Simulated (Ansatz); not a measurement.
`CC(C)[O][Mg][Cl]`, charge 0, multiplicity 1.

(1) Give a relaxed structure at PBE0-D4/def2-TZVP (Ansatz 0.2.0). (Best estimate.)

Answers

(1) Ansatz gave: 
Cartesian coordinates in Å:
```
C 1.014 -0.069 1.158
C 0.476 -0.174 -0.260
C -0.347 -1.438 -0.447
O -0.274 0.946 -0.579
Mg -1.336 2.316 -0.830
Cl -2.634 4.030 -1.170
H 1.648 -0.924 1.407
H 0.186 -0.036 1.873
H 1.606 0.842 1.274
H 1.339 -0.229 -0.944
H -1.203 -1.433 0.234
H 0.246 -2.333 -0.245
H -0.723 -1.499 -1.471
```
Point group Cs.
This is one stationary point; other conformers may exist.
